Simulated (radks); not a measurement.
The nitrogen anion N-, [He] 2s2 2p4, held by a Watson sphere: a shell of charge +1.06 at radius R that stands for the Madelung well of a crystal (potential energy -1.06/R inside, -1.06/r outside, in hartree with lengths in bohr). Calculated with a radial shooting solver on a logarithmic mesh with Libxc functionals: scalar-relativistic Kohn-Sham, r2SCAN, spin-polarised, spherical densities, finite nucleus; open shells are filled with parallel spins first; meta-GGA in the generalised Kohn-Sham scheme; Fermi nuclear charge, rms radius of each element as measured or else 0.836 A^(1/3) + 0.57 fm.

R (bohr),e(2s down) (eV),e(2p up) (eV),e(2p down) (eV),<r> 2p (bohr),sum of <r^2> (bohr^2),X-ray form factor at sin(theta)/lambda = 0.3 1/angstrom
1.88,-18.146,-9.220,-5.990,1.683,17.22,3.293
2.15,-17.418,-8.600,-5.446,1.748,18.15,3.254
2.2,-17.290,-8.490,-5.348,1.760,18.31,3.249
2.26,-17.139,-8.359,-5.230,1.775,18.51,3.244
2.81,-15.910,-7.276,-4.229,1.906,20.14,3.218
3.1,-15.366,-6.790,-3.765,1.978,20.93,3.213
3.76,-14.357,-5.891,-2.875,2.156,22.66,3.211
